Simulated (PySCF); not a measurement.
Stretching K₂

Set-up: PySCF, spin-free X2C with a Gaussian nucleus, basis sets K x2c-TZVPall. Energies in eV from K + K in their ground configurations at the same level. State: ¹Σg⁺ (singlet), closed shell.

```json
{"R (Å)": "3.435", "PBE0": "-0.3851"}
{"R (Å)": "3.595", "PBE0": "-0.4488"}
{"R (Å)": "3.754", "PBE0": "-0.4873"}
{"R (Å)": "3.874", "PBE0": "-0.5021"}
{"R (Å)": "3.994", "PBE0": "-0.5068"}
{"R (Å)": "4.114", "PBE0": "-0.5028"}
{"R (Å)": "4.274", "PBE0": "-0.4864"}
{"R (Å)": "4.473", "PBE0": "-0.4520"}
{"R (Å)": "4.713", "PBE0": "-0.3966"}
{"R (Å)": "5.032", "PBE0": "-0.3083"}
```

Q: Put a parabola through the three lowest points of the PBE0 curve and estimate Re, k and ωe (reduced mass 19.48 u; 1 eV/Å² = 0.16022 mdyn/Å; ωe = 1302.8·√(k/μ) cm⁻¹).

A: Through R = 3.874, 3.994, 4.114 Å the second-order coefficient is 0.302 eV/Å², so Re ≈ 3.999 Å, k ≈ 0.0968 mdyn/Å and ωe ≈ 92 cm⁻¹. A polynomial fit of higher order to the unrounded PBE0 energies gives Re = 3.995 Å, k = 0.0962 mdyn/Å, ωe = 91.6 cm⁻¹; anharmonicity and rounding make the difference.

The higher-order fit for each curve: PBE0: Re = 3.995 Å, ωe = 91.6 cm⁻¹, De = 0.51 eV.

Closed-shell solutions of metal pairs were not tested for spin polarisation, which can lower them a little.
